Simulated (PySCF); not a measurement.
C4H2BrCl, SMILES C#C/C(Cl)=C\Br.

Geometry: PBE0-D3(BJ)/def2-SVP. The structure was generated by enumeration; whether it is a known compound was not checked.

Two levels are set side by side: PBE/def2-TZVP (PySCF) and CAM-B3LYP/def2-TZVP (PySCF). Same geometry, gas phase. Differences are taken from unrounded values.

```json
[
 {"quantity": "orbital gap (eV)", "CAM-B3LYP": "7.74", "PBE": "3.53", "PBE minus CAM-B3LYP": "-4.21"},
 {"quantity": "highest occupied level (eV)", "CAM-B3LYP": "-8.32", "PBE": "-6.02", "PBE minus CAM-B3LYP": "2.30"},
 {"quantity": "lowest empty level (eV)", "CAM-B3LYP": "-0.58", "PBE": "-2.50", "PBE minus CAM-B3LYP": "-1.92"},
 {"quantity": "dipole moment (D)", "CAM-B3LYP": "0.50", "PBE": "0.51", "PBE minus CAM-B3LYP": "0.00"},
 {"quantity": "mean polarisability (bohr³)", "CAM-B3LYP": "79.4", "PBE": "82.9", "PBE minus CAM-B3LYP": "3.5"}
]
```

PBE's occupied levels lie high since its potential decays too fast outside the molecule; exact exchange lowers them and widens the gap. PBE's more diffuse valence density responds more strongly to a field. Differences between two approximate levels are no errors against the true value.

Rough cost on one machine, each run with all the roots and properties that it gave: CAM-B3LYP against PBE within a factor of 2.
